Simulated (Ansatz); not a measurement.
Results of the Gaussian-basis code of Ansatz.

A structure relaxed at PBE0-D4/def2-TZVP, charge 0, multiplicity 1:

```xyz
13

C    -0.0124   -0.0636    2.3220
N     0.5119   -0.1030    1.1751
C    -0.3085   -0.0475    0.0050
Al   -0.0741   -1.6912   -1.0658
Si    0.3072    1.3540   -1.0955
H     0.6276   -0.1114    3.2007
H    -1.0966    0.0166    2.4825
H    -1.3850    0.1172    0.2073
H    -0.9600   -1.8369   -2.3749
H     0.9619   -2.8005   -0.6233
H     1.6126    0.9789   -1.7125
H    -0.6747    1.5733   -2.1916
H     0.4901    2.6140   -0.3290
```

(1) Give its formula and SMILES.

(2) Point group (tolerance 0.08 Å, 0.16 Å for H)?

(3) Summarise the bond lengths by kind.

Results:

(1) C2H8AlNSi, `C=N[CH]([AlH2])[SiH3]`.

(2) C1.

(3) 2 × C–N 1.262 to 1.430 Å; 3 × C–H 1.088 to 1.108 Å; 1 × Al–C 1.976 Å; 1 × C–Si 1.885 Å; 2 × Al–H 1.581 to 1.587 Å; 3 × H–Si 1.486 to 1.492 Å.
